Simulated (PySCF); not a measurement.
NMR data simulated for an unnamed compound:

1H NMR (500 MHz, computed): δ 4.87 (s, 3H), 4.25 (m, 2H), 4.03 (m, 6H).

13C{1H} NMR (computed): δ 92.8 (C), 74.1 (CH2).

Computational details: geometry from GFN2-xTB, shielding tensors at PBE0/pcSseg-1 (GIAO), in PySCF (equivalent nuclei averaged, relativity neglected, isolated molecule, one conformer).

Referencing at the same level of theory: TMS for 1H (31.72 ppm) and 13C (186.93 ppm).

Which of these does the molecule contain: a heteroaromatic ring, a methoxy group, an S-methyl group, a Si–H bond?

## Answers


- A heteroaromatic ring: no.
- A methoxy group: no.
- An S-methyl group: no.
- A Si–H bond: yes (δH 4.03 (m)).

The data belong to SMILES FC([SiH3])([SiH3])CO[SiH3], C$_{2}$H$_{11}$FOSi$_{3}$; they needn't prove each group on their own.

Carbon signals by region: 2 at 50–100 ppm.

Splittings by 19F in the carbon and heteronuclear signals aren't shown, as no couplings were computed. Shifts are as computed. Against solution values, carbons near 30 ppm lie about +3 ppm off and those near 130 ppm about +5 ppm. Of 1211 compounds with measured shifts, 218 miss one by over three times the rms of a fit or turn the order of signals round; such compounds aren't used in these exercises. Multiplicities follow the n + 1 count of equivalent neighbours, as no J values were calculated; m marks all less simple cases, F and P coupling included.
